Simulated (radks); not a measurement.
Task: Successive ionisation energies (eV) of one element, from differences of total energies of ions in their ground configurations, starting at charge 66: 16308.8, 16647.1, 18485.6, 18866.1, 19419.3, 19709.6, 79581, 80768. All-electron calculation, Dirac Kohn-Sham, BLYP, spin-unpolarised, spherical densities, finite nucleus; open shells fill j = l - 1/2 first; Fermi nuclear charge, rms radius 5.3658 fm. Program: a radial shooting solver on a logarithmic mesh with Libxc functionals. Which element is it?

Result: Tungsten (Z = 74). The first species listed is W66+ in [He] 2s2 2p4, the last W73+ in 1s1.
